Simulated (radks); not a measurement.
Spin polarisation of the 4d9 shell in Pd+. Start: [Kr] 4d(up 4.5, down 4.5); electrons of 4d are moved from spin down to spin up, other shells keep equal spins. All-electron calculation, non-relativistic Kohn-Sham, PBE, spin-polarised, spherical densities, point nucleus. Program: a radial shooting solver on a logarithmic mesh with Libxc functionals.

moment (Bohr magnetons)  E - E(0) (eV)  e(4d up) (eV)  e(4d down) (eV)  4p down minus up (eV)
0                                0.000        -14.829          -14.829                  0.000
0.25                            -0.010        -14.911          -14.745                  0.177
0.5                             -0.042        -14.991          -14.659                  0.354
0.75                            -0.094        -15.069          -14.571                  0.531
1                               -0.166        -15.146          -14.480                  0.708

At moment 1 the spin-polarisation energy is -0.166 eV and the 4d exchange splitting 0.665 eV, that is 0.665 eV per Bohr magneton; E = -I m^2/4 would give I = 0.665 eV.
